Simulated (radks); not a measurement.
Spherical jellium clusters: N electrons in a uniform positive sphere of charge N and radius rs N^(1/3), rs = 3.82 bohr. Method: non-relativistic Kohn-Sham, LDA (Slater exchange, Perdew-Wang correlation), spin-polarised, spherical densities; computed with a radial shooting solver with Libxc functionals. Levels are named by radial order and angular momentum (1s, 1p, 1d, 2s, ...), and open shells are averaged over m. Each electron was tried in the lowest free levels, single moves between levels near the top were tried too, and the lowest total energy was kept; such a search can miss a lower state. Energies include the self-energy of the background; IP and EA are vertical (highest electron removed, lowest free level filled), at fixed background; spill-out counts the electrons outside the background radius R, and alpha is the static dipole polarisability from linear response (closed shells only). A dash means not computed or, for alpha, an open shell; in EA it means that no bound solution was reached, which is typical of self-interaction and does not show that the anion is unstable. Real open-shell clusters deform, which this model forbids.

| N | open shells | 2S | E(N+1) + E(N-1) - 2E(N) (eV) | EA (eV) | -e(HOMO) (eV) | spill-out (e) |
|---|---|---|---|---|---|---|
| 1 | 1s(up 1, down 0) | 1 | - | - | 3.095 | 0.40 |
| 2 | none | 0 | 1.184 | - | 3.312 | 0.57 |
| 3 | 1p(up 1, down 0) | 1 | -0.673 | - | 2.168 | 0.88 |
| 4 | 1p(up 2, down 0) | 2 | -0.484 | - | 2.719 | 1.06 |
| 5 | 1p(up 3, down 0) | 3 | 0.306 | - | 3.076 | 1.19 |
| 6 | 1p(up 3, down 1) | 2 | -0.392 | - | 2.801 | 1.34 |
| 7 | 1p(up 3, down 2) | 1 | -0.285 | 1.660 | 3.114 | 1.45 |
| 8 | none | 0 | 1.298 | - | 3.339 | 1.55 |
| 9 | 1d(up 1, down 0) | 1 | -0.282 | - | 2.121 | 1.73 |
| 10 | 1d(up 2, down 0) | 2 | -0.242 | - | 2.396 | 1.88 |
| 11 | 1d(up 3, down 0) | 3 | -0.208 | 1.338 | 2.619 | 2.00 |
| 12 | 1d(up 4, down 0) | 4 | -0.180 | 1.532 | 2.803 | 2.11 |
| 13 | 1d(up 5, down 0) | 5 | 0.349 | 1.217 | 2.958 | 2.20 |
| 14 | 1d(up 5, down 1) | 4 | -0.190 | 1.431 | 2.631 | 2.31 |
| 15 | 1d(up 5, down 2) | 3 | -0.164 | 1.612 | 2.805 | 2.41 |
| 16 | 1d(up 5, down 3) | 2 | -0.142 | 1.767 | 2.953 | 2.50 |
| 17 | 1d(up 5, down 4) | 1 | -0.125 | 1.904 | 3.079 | 2.59 |
| 18 | none | 0 | 0.224 | 1.728 | 3.188 | 2.66 |
| 19 | 2s(up 1, down 0) | 1 | 0.205 | 1.593 | 2.965 | 2.83 |
| 20 | none | 0 | 0.483 | 1.128 | 2.803 | 3.04 |
| 21 | 1f(up 1, down 0) | 1 | -0.133 | 1.273 | 2.356 | 3.14 |
| 22 | 1f(up 2, down 0) | 2 | -0.122 | 1.403 | 2.480 | 3.23 |
| 23 | 1f(up 3, down 0) | 3 | -0.112 | 1.522 | 2.591 | 3.31 |
| 24 | 1f(up 4, down 0) | 4 | -0.103 | 1.629 | 2.692 | 3.38 |
| 25 | 1f(up 5, down 0) | 5 | -0.095 | 1.728 | 2.783 | 3.45 |
| 26 | 1f(up 6, down 0) | 6 | -0.088 | 1.818 | 2.866 | 3.52 |
| 27 | 1f(up 7, down 0) | 7 | 0.309 | 1.520 | 2.942 | 3.58 |
| 28 | 1f(up 7, down 1) | 6 | -0.099 | 1.628 | 2.642 | 3.66 |
| 29 | 1f(up 7, down 2) | 5 | -0.091 | 1.726 | 2.734 | 3.73 |
| 30 | 1f(up 7, down 3) | 4 | -0.084 | 1.816 | 2.818 | 3.80 |
| 31 | 1f(up 7, down 4) | 3 | -0.078 | 1.899 | 2.895 | 3.87 |
| 32 | 1f(up 7, down 5) | 2 | -0.072 | 1.976 | 2.966 | 3.94 |
| 33 | 1f(up 7, down 6) | 1 | -0.067 | 2.048 | 3.032 | 4.00 |
| 34 | none | 0 | - | 1.700 | 3.093 | 4.06 |

All shells are closed at N = 2, 8, 18, 20, 34 (there: 1s2 1p6 1d10 2s2 1f14); the second difference of the energy has clear peaks (12 % above both neighbours; the first and last values, which can be the largest, are not judged, and half-filled shells can peak too) at N = 5, 8, 13, 20, 27.
